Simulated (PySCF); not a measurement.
# `CB(C)c1cccs1`, C$_{6}$H$_{9}$BS

Geometry:
| atom | x (Å) | y (Å) | z (Å) |
| --- | --- | --- | --- |
| C1 | -1.789 | 1.719 | -0.229 |
| B2 | -1.168 | 0.286 | -0.044 |
| C3 | -2.111 | -0.975 | 0.079 |
| C4 | 0.364 | 0.072 | 0.016 |
| C5 | 1.083 | -1.103 | 0.178 |
| C6 | 2.486 | -0.928 | 0.182 |
| C7 | 2.840 | 0.394 | 0.022 |
| S8 | 1.472 | 1.400 | -0.131 |
| H9 | -1.075 | 2.547 | -0.351 |
| H10 | -2.473 | 1.718 | -1.095 |
| H11 | -2.431 | 1.944 | 0.642 |
| H12 | -3.182 | -0.726 | 0.102 |
| H13 | -1.874 | -1.568 | 0.979 |
| H14 | -1.941 | -1.651 | -0.778 |
| H15 | 0.594 | -2.072 | 0.292 |
| H16 | 3.211 | -1.734 | 0.298 |
| H17 | 3.845 | 0.813 | -0.011 |

Method used: quadratic response CAM-B3LYP/aug-cc-pVDZ first hyperpolarisability, Taylor convention, gas phase (PySCF 2.14.0). Geometry: PBE0-D3(BJ)/def2-SVP.

Task: Give β for the processes computed.

Result: In au, Taylor convention; the vector part is βᵢ = ⅓ Σⱼ (βᵢⱼⱼ + βⱼᵢⱼ + βⱼⱼᵢ); β∥ is 3/5 of the vector part along the dipole, the dipole points from − to +:
```csv
process,λ (nm),β vector norm,β∥,β HRS,depolarisation ratio
"static β(0;0,0)",∞,387.7,185.6,176.4,3.84
"second harmonic β(−2ω;ω,ω)",1907,428.2,203.8,193.6,3.92
"Pockels β(−ω;ω,0)",1907,400.5,191.4,–,–
"second harmonic β(−2ω;ω,ω)",1064,544.9,255.7,242.8,4.13
"Pockels β(−ω;ω,0)",1064,431.2,205.1,–,–
```

Task: Which lowest excitations, dipole and polarisabilities go with it?

Result: S1 4.93 eV (f = 0.238); S2 5.16 eV (f = 0.087); S3 5.90 eV (f = 0.001); dipole 0.90 D; isotropic α 105.6 au static, 106.1 au at 1907 nm, 107.1 au at 1064 nm, 107.4 au at 953.5 nm, 111.9 au at 532 nm.
